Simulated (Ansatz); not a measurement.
`FC([SiH3])S` + `OCS` → `[SiH3]OCS` + `FCS`  (ligand exchange at the Si–C bond)

Isolated molecules relaxed with PBE0-D4/def2-TZVP in Ansatz; ΔE leaves out vibrations. CBS: MP2 limit from def2 TZ/QZ plus the TZ coupled-cluster correction, frozen cores. DFT in def2-TZVPP. HSE06 is defined as in plane-wave codes. Each species was taken in one conformer, which may not be the lowest.

```tsv
level	ΔE (kJ/mol)
BLYP-D4	-101.5
BLYP	-104.5
HSE06	-97.2
CCSD(T)/def2-SVP	-100.8
```

What does CCSD(T)/CBS give? (Best estimate.)

Computed: -103.1 kJ/mol. The listed levels differ from it by 1.6, -1.4, 5.9, 2.3 kJ/mol.

Largest T1 diagnostic among the species: 0.012.

From PBE to PBE0 (25 % exact exchange), in def2-TZVPP and without D4, ΔE moves by −5.6 kJ/mol. In def2-TZVPP, CCSD(T) changes the Hartree–Fock value by +21.6 kJ/mol (the triples alone add +3.1 kJ/mol) and MP2 by +18.9 kJ/mol. Leaving LDA and LC-ωPBE aside and taking each functional with its dispersion term where it has one, the values, not all of them listed here, spread over 22.7 kJ/mol, from BHLYP-D4 to revPBE-D4.
